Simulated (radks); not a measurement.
Removal energies from the scandium ion Sc3+, [Ar], by Delta-SCF beside the eigenvalue of the level emptied. Calculated with a radial shooting solver on a logarithmic mesh with Libxc functionals: Dirac Kohn-Sham, relativistic LDA (MacDonald-Vosko exchange, VWN5 correlation), spin-unpolarised, spherical densities, finite nucleus; Fermi nuclear charge, rms radius of each element as measured or else 0.836 A^(1/3) + 0.57 fm. Sub-shells are occupied by j as written (lower j first in brackets).

removed from	final configuration	Delta-SCF (eV)	-eigenvalue (eV)
3p3/2	[Ne] 3s2 3p(1/2: 2, 3/2: 3)	73.719	64.443
3p1/2	[Ne] 3s2 3p(1/2: 1, 3/2: 4)	74.313	64.993
3s1/2	[Ne] 3s1 3p6	95.861	86.122
2p3/2	[He] 2s2 2p(1/2: 2, 3/2: 3) 3s2 3p6	447.58	419.39
